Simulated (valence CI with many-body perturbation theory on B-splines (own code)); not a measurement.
Results of a calculation; reference values are marked as such.
**Level structure of Pt VI**

Level of theory: configuration interaction combined with many-body perturbation theory (CI+MBPT): five valence electrons over a frozen Dirac-Fock core [Xe] 4f14, radial functions for each j: 7 s, 7 p, 8 d, 6 f, 4 g, 1 h, with the one-electron correlation potential Σ1 (screened to all orders), the two-electron term Σ2, the three-electron term Σ3, Breit, model QED; selected single and double excitations, second order for the rest, scaled by the run's own slope (own B-spline code, finite nucleus).

No measured levels were compared; by estimate terms of the open shell hold to 2 to 4 % of their energy, and close levels can change places; different configurations can be misplaced against each other by 1,000 to 8,000 cm⁻¹. Core correlation moves these levels by up to 14000 cm⁻¹, and in measured spectra 5 to 20 % of such shifts remained as error; rates that hang on mixing are uncertain with them. Among the levels kept, up to 1100 cm⁻¹ of a level comes from second order outside the variational space, and about a tenth of that is noise between levels of different J, which matters for small intervals. Only levels of the ground parity were solved; by the run's estimate the other parity begins above the list, which can be wrong where configurations are misplaced.

Levels 1 to 45 of 48, with energies above the lowest level, 5d5 6S_5/2. "Leading %" is the weight of the configuration and term that name the level; weights of strongly mixed levels are sums over their largest components and can fall short.

| No. | Configuration | Term | J | E (cm⁻¹) | Leading % | g | Second component |
| --- | --- | --- | --- | --- | --- | --- | --- |
| 1 | 5d5 | 6S | 5/2 | 0.0 | 80 | 1.911 | 15 % 5d5 4P |
| 2 | 5d5 | 4G | 5/2 | 18099 | 29 | 1.034 | 22 % 5d5 2F |
| 3 | 5d5 | 4G | 7/2 | 24830 | 60 | 1.097 | 15 % 5d5 4D |
| 4 | 5d5 | 4D | 3/2 | 25908 | 47 | 1.348 | 40 % 5d5 4P |
| 5 | 5d5 | 4G | 11/2 | 26445 | 72 | 1.211 | 19 % 5d5 2H |
| 6 | 5d5 | 4G | 5/2 | 27229 | 39 | 1.083 | 30 % 5d5 4D |
| 7 | 5d5 | 4G | 9/2 | 27777 | 79 | 1.168 | 9 % 5d5 4F |
| 8 | 5d5 | 4P | 1/2 | 29940 | 58 | 1.712 | 33 % 5d5 4D |
| 9 | 5d5 | 4D | 7/2 | 33887 | 59 | 1.281 | 24 % 5d5 4G |
| 10 | 5d5 | 2D | 5/2 | 35871 | 34 | 1.266 | 27 % 5d5 4D |
| 11 | 5d5 | 2I | 11/2 | 39019 | 69 | 1.008 | 19 % 5d5 4G |
| 12 | 5d5 | 4D | 1/2 | 39223 | 65 | 0.877 | 29 % 5d5 4P |
| 13 | 5d5 | 2F | 7/2 | 40407 | 39 | 1.125 | 24 % 5d5 2G |
| 14 | 5d5 | 4D | 3/2 | 40495 | 40 | 1.258 | 31 % 5d5 4P |
| 15 | 5d5 | 2G | 9/2 | 42349 | 49 | 1.157 | 24 % 5d5 4F |
| 16 | 5d5 | 4F | 3/2 | 42863 | 54 | 0.772 | 24 % 5d5 2D |
| 17 | 5d5 | 2I | 13/2 | 43209 | 99 | 1.077 |  |
| 18 | 5d5 | 2F | 5/2 | 44944 | 35 | 1.020 | 23 % 5d5 4F |
| 19 | 5d5 | 2H | 9/2 | 50568 | 51 | 1.107 | 45 % 5d5 4F |
| 20 | 5d5 | 4F | 5/2 | 50901 | 37 | 1.092 | 27 % 5d5 2F |
| 21 | 5d5 | 2G | 7/2 | 51598 | 54 | 1.015 | 32 % 5d5 2F |
| 22 | 5d5 | 2F | 5/2 | 54478 | 44 | 1.078 | 20 % 5d5 2D |
| 23 | 5d5 | 2D | 3/2 | 55222 | 58 | 0.734 | 32 % 5d5 4F |
| 24 | 5d5 | 2F | 7/2 | 56573 | 64 | 1.082 | 26 % 5d5 2G |
| 25 | 5d5 | 2S | 1/2 | 58955 | 76 | 1.943 | 12 % 5d5 4P |
| 26 | 5d5 | 4F | 7/2 | 59674 | 45 | 1.184 | 32 % 5d5 2F |
| 27 | 5d5 | 2G | 9/2 | 61314 | 47 | 1.093 | 31 % 5d5 2H |
| 28 | 5d5 | 2H | 11/2 | 61524 | 69 | 1.067 | 22 % 5d5 2I |
| 29 | 5d5 | 2D | 3/2 | 66750 | 83 | 0.831 | 9 % 5d5 4D |
| 30 | 5d5 | 2D | 5/2 | 68713 | 57 | 1.094 | 29 % 5d5 2F |
| 31 | 5d5 | 2D | 5/2 | 72845 | 58 | 1.113 | 26 % 5d5 2F |
| 32 | 5d5 | 2G | 9/2 | 73838 | 94 | 1.111 |  |
| 33 | 5d5 | 2G | 7/2 | 76705 | 83 | 0.929 | 13 % 5d5 2F |
| 34 | 5d5 | 2P | 3/2 | 82867 | 81 | 1.244 | 15 % 5d5 2D |
| 35 | 5d5 | 2P | 1/2 | 88540 | 86 | 0.802 | 10 % 5d5 2S |
| 36 | 5d5 | 2D | 5/2 | 96897 | 92 | 1.194 |  |
| 37 | 5d5 | 2D | 3/2 | 99397 | 80 | 0.877 | 15 % 5d5 2P |
| 38 | 5d4.6s | 6D | 1/2 | 109290 | 68 | 3.047 | 26 % 5d4.6s 4P |
| 39 | 5d4.6s | 6D | 3/2 | 114700 | 84 | 1.833 | 12 % 5d4.6s 4P |
| 40 | 5d4.6s | 6D | 5/2 | 119450 | 89 | 1.627 |  |
| 41 | 5d4.6s | 6D | 7/2 | 123230 | 84 | 1.539 | 9 % 5d4.6s 4F |
| 42 | 5d4.6s | 6D | 9/2 | 126060 | 70 | 1.474 | 22 % 5d4.6s 4F |
| 43 | 5d4.6s | 4D | 1/2 | 127780 | 49 | 0.825 | 26 % 5d4.6s 2P |
| 44 | 5d4.6s | 4D | 3/2 | 134450 | 66 | 1.167 | 10 % 5d4.6s 4F |
| 45 | 5d4.6s | 4H | 7/2 | 135280 | 46 | 0.887 | 15 % 5d4.6s 4G |

Names give the largest LS component (configuration and term), which can be under half, so a name can repeat, a term be missing and a line seem to break the LS rules; names also repeat where a configuration has a term twice.

The ionisation energy to 5d4 5D_0 of the next ion comes out as 75.185 eV (NIST: 75 ± 2 eV (theoretical)). All 48 levels together are meant to be complete up to 143560 cm⁻¹.
